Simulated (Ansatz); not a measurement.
Reactions of `[Cl][Al]([Cl])[I]`.

Isolated molecules relaxed with PBE0-D4/def2-TZVP in Ansatz; ΔE leaves out vibrations. CCSD(T)/CBS is the MP2 limit (def2-TZVPP, def2-QZVPP) plus CCSD(T) − MP2 in def2-TZVPP, frozen cores. This one scheme is used for every species. Elements past krypton have def2 core potentials. For Br, I, Se outer-core shells are correlated without core-valence functions, which leaves a few kJ/mol of doubt a bond. Scalar relativity is left out up to krypton. One conformer a species, not always the lowest.

```
                                                    reaction  CCSD(T)/CBS(def2) (eV)
    `[Cl][Al]([Cl])[I]` + `CC` → `C[CH2][Al]([Cl])[Cl]` + HI                    1.58
       `[Cl][Al]([Cl])[I]` + HBr → `[Cl][Al]([Cl])[Br]` + HI                   -0.08
`[Cl][Al]([Cl])[I]` + `CCNC` → `CC[N](C)[Al]([Cl])[Cl]` + HI                       ?
 `[Cl][Al]([Cl])[I]` + `C[SeH]` → `C[Se][Al]([Cl])[Cl]` + HI                    0.30
   `[Cl][Al]([Cl])[I]` + `C=C` → `C=[CH][Al]([Cl])[Cl]` + HI                    1.38
```

(1) Fill in the missing values. (Estimate.)

Largest T1 diagnostic: 0.011, for `C=C`.

Results:

(1) Ansatz gave: `[Cl][Al]([Cl])[I]` + `CCNC` → `CC[N](C)[Al]([Cl])[Cl]` + HI: +0.57 eV.
